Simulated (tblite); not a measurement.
Species: C₇H₁₀N (doublet state).
Z-matrix (Å and degrees, GFN2-xTB geometry), rows numbered from 1:
```
C 
C   1  1.3320
C   2  1.4970  1  122.57
C   2  1.4571  1  121.83  3  -180.00
N   4  1.2736  2  121.69  1  -179.95
C   5  1.4396  4  110.23  2  -180.00
C   6  1.4834  5  106.10  4     0.01
C   7  1.4788  6  108.55  5    -0.01
H   1  1.0762  2  122.77  3  -180.00
H   1  1.0770  2  121.21  3    -0.00
H   3  1.0866  2  111.16  1     0.08
H   3  1.0877  2  109.63  1  -121.27
H   3  1.0877  2  109.64  1   121.44
H   6  1.1007  5  108.84  4  -122.65
H   6  1.1007  5  108.84  4   122.68
H   7  1.0697  6  125.34  5   179.93
H   8  1.0990  4  111.42  2   -59.45
H   8  1.0989  4  111.43  2    59.42
```

Level: GFN2-xTB in tblite, geometry and Hessian alike; calculated harmonic values, unscaled, isolated species. Errors from tens to a few hundred cm⁻¹ against measured bands are possible. One conformer, not necessarily the lowest. Open shells enter through the occupations alone, without spin polarisation, and single modes of such species can be off by tens of per cent.

Harmonic wavenumbers (cm⁻¹): 51.5, 108.4, 158.9, 196.0, 228.4, 243.9, 354.5, 384.4, 450.5, 545.3, 592.3, 688.9, 761.9, 863.4, 876.0, 886.8, 900.0, 951.5, 999.0, 1008.0, 1023.5, 1037.5, 1044.4, 1068.5, 1079.3, 1104.0, 1221.5, 1258.2, 1269.0, 1346.4, 1395.8, 1414.8, 1421.9, 1429.2, 1458.0, 1476.3, 1653.3, 1682.2, 2811.3, 2827.2, 2866.4, 2881.2, 3027.2, 3042.5, 3046.7, 3108.8, 3133.3, 3175.7.

A = 4325, B = 1589, C = 1187 MHz; mass 108.081 u (most abundant isotopes); point group Cs, symmetry number 1; spin multiplicity 2.

Question: What is the zero-point energy?

Answer: Half the sum of the wavenumbers: 32277 cm⁻¹ = 386.12 kJ/mol.

Question: What is S at 350 K and 1 bar for an ideal gas of classical rigid rotors and harmonic oscillators?

Answer: Translation 170.59, rotation 119.44, vibration 113.48, spin (R ln 2) 5.76: S = 409.3 J/(mol K).

Question: And Cp and H(350 K) − H(0)?

Answer: Cp = 162.95 J/(mol K), of which vibrations give 129.69 (their classical limit is 48 R = 399.1); H(350 K) − H(0) = 33.27 kJ/mol without the zero-point energy, 21.63 from vibrations.

Question: Which modes carry the vibrational entropy at 350 K?

Answer: 51.5 cm⁻¹: 21.24; 108.4 cm⁻¹: 15.10; 158.9 cm⁻¹: 12.00; 196.0 cm⁻¹: 10.33; 228.4 cm⁻¹: 9.14; 243.9 cm⁻¹: 8.63 J/(mol K); the other 42 give 37.03 together.

Question: Blend soft modes into free rotors: weight 1/[1 + (100 cm⁻¹/ν̃)⁴] for the oscillator and the rest for a rotor with moment μB/(μ + B), μ = h/(8π²ν), B = 10⁻⁴⁴ kg m². What vibrational entropy results?

Answer: 106.63 J/(mol K) in place of 113.48, which changes −T·S at 350 K by +2.39 kJ/mol.

Question: How do the functions run with temperature in this model?

Answer: 
```csv
T (K),S (J/(mol K)),Cp (J/(mol K)),H − H(0) (kJ/mol),G − H(0) (kJ/mol),ln q(vib)
50,239.2,47.8,1.94,-10.02,0.32
100,278.8,68.1,4.85,-23.03,1.13
298.15,384.9,141.7,25.37,-89.38,5.12
373.15,420.0,172.2,37.15,-119.57,6.71
500,477.0,217.7,61.98,-176.49,9.45
750,578.2,281.2,124.95,-308.71,14.88
1000,665.1,322.3,200.74,-464.40,20.08
```

q(vib) and H(0) count from the zero-point level.

Hindered rotation and anharmonicity are outside this model. Other conformers, if any are populated, would add a mixing term that is left out.
